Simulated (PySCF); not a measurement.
**Dipole response of As (arsenic, neutral)**

[Ar] 3d10 4s2 4p3, high-spin 4S determinant. Computed with PySCF 2.14 in def2-QZVPPD, with the non-relativistic Hamiltonian (point nucleus). Coupled (time-dependent) response in atomic units; α is the mean over directions.

```json
{"method": "PBEsol", "mean α (bohr³)": "32.44", "C₆ (like pair)": "276.8", "S(−4)": "341.5"}
```

S(−4) is the Cauchy moment in α(ω) = α(0) + S(−4) ω² + …

Reference α: 30 ± 1 bohr³ (recommended; Schwerdtfeger and Nagle, table of static dipole polarizabilities (2023 update)). Published C₆: 246.0 (Chu and Dalgarno (2004); Tang, Norbeck and Certain (1976)).

α(iu) at PBEsol:

```tsv
u (hartree)	α(iu) (bohr³)
0	32.44
0.0500	31.61
0.100	29.45
0.200	23.57
0.300	18.17
0.500	11.05
0.750	6.592
1.00	4.369
1.50	2.380
2.00	1.546
3.00	0.8540
5.00	0.4114
```
